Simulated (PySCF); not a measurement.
Compound: C4H14O2Si3.
Numbering: `[OH:1][CH2:2][C@@H:3]1[CH2:4][SiH2:5][O:6][Si@@H:7]1[CH2:8][SiH3:9]`

Structure used (GFN2-xTB), in Å, numbered top down from 1:
```
atom  x, y, z in Å
O1    -1.555    0.997    1.275
C2    -1.383    1.143   -0.114
C3    -0.903   -0.140   -0.799
C4    -1.902   -1.273   -0.515
Si5   -1.417   -2.066    1.149
O6     0.176   -1.632    1.165
Si7    0.768   -0.753   -0.085
C8     1.946    0.572    0.567
Si9    2.709    1.625   -0.811
H10   -0.712    0.745    1.667
H11   -0.684    1.965   -0.332
H12   -2.371    1.428   -0.490
H13   -0.862    0.068   -1.872
H14   -2.924   -0.898   -0.546
H15   -1.818   -2.026   -1.302
H16   -1.421   -3.525    1.086
H17   -2.009   -1.522    2.361
H18    1.423   -1.677   -1.016
H19    1.459    1.226    1.290
H20    2.746    0.070    1.108
H21    3.599    2.627   -0.217
H22    3.470    0.764   -1.716
H23    1.658    2.309   -1.568
```

NICS is the negative of the GIAO shielding at a point without a nucleus: at the ring centre (0) and 1 Å above and below it (1); zz is the component along the ring normal. Level: GIAO PBE0/pcSseg-1 (PySCF, non-relativistic, gas phase) on the GFN2-xTB geometry, one conformer.

Ring bond lengths (Å), with Mayer bond orders in brackets: C3–C4 1.537 (0.99), C4–Si5 1.905 (0.91), Si5–O6 1.652 (0.89), O6–Si7 1.638 (0.94), Si7–C3 1.918 (0.84).

**Question.** Give the NICS values of each ring in ppm.

**Answer.** 
```tsv
ring	type	NICS(0)	NICS(1), two faces	NICS(1)zz, two faces	rms pucker (Å)	centre to ring atoms, mean (Å)
C3–C4–Si5–O6–Si7	5-membered ring with O and 2 Si; formal bonds all single	-5.3	-2.9 / -3.4	-3.1 / -8.8	0.17	1.45
```

**Question.** What can be read from them?

**Answer.** 
- C3–C4–Si5–O6–Si7: mean NICS(1)zz -6.0 ppm, shielded. C3, C4, Si5, Si7 have four or more neighbours, and the NICS criterion for π rings isn't applied. The two faces differ by 5.7 ppm, so no symmetry operation interchanges them.

**Question.** At the second NICS(1) probe listed for ring C3–C4–Si5–O6–Si7, 1 Å off the ring, what do the in-plane components average?

**Answer.** The isotropic value is a third of the trace: (3 × -3.4 − (-8.8))/2 = -0.7 ppm.

**Question.** List the ring angles and the Hirshfeld charges of the ring atoms.

**Answer.** 
- C3–C4–Si5–O6–Si7: C3 105.1° (-0.124 e), C4 107.6° (-0.166 e), Si5 98.3° (+0.393 e), O6 118.8° (-0.320 e), Si7 98.1° (+0.404 e); sum 528.0° against 540° for a flat convex ring.

On one thread of an Arm Neoverse V1, shared host with 32 logical CPUs at a one-minute load of 25, this took 71 s wall and 1.1 GiB of memory at its peak. This is the whole shielding run at PBE0/pcSseg-1, SCF included.
